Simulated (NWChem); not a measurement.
# C$_{4}$H$_{3}$F; SMILES C#CC(=C)F

All runs: NWChem. Pople sets run with spherical d functions. The geometry was optimised at PBE-D3(BJ)/def2-SVP. Lowest singlet excitation in solution, TDDFT at PBE0/6-31G* with SMD, three treatments of the solvent's response.

Question: Predict the results for solvent toluene. Quantities: ground-state reaction field (eV); corrected reaction field (eV); vertical excitation model (eV).

Answer: 
```
Item                              Result
--------------------------------  ------
ground-state reaction field (eV)    5.64
corrected reaction field (eV)       5.61
vertical excitation model (eV)      5.40
```
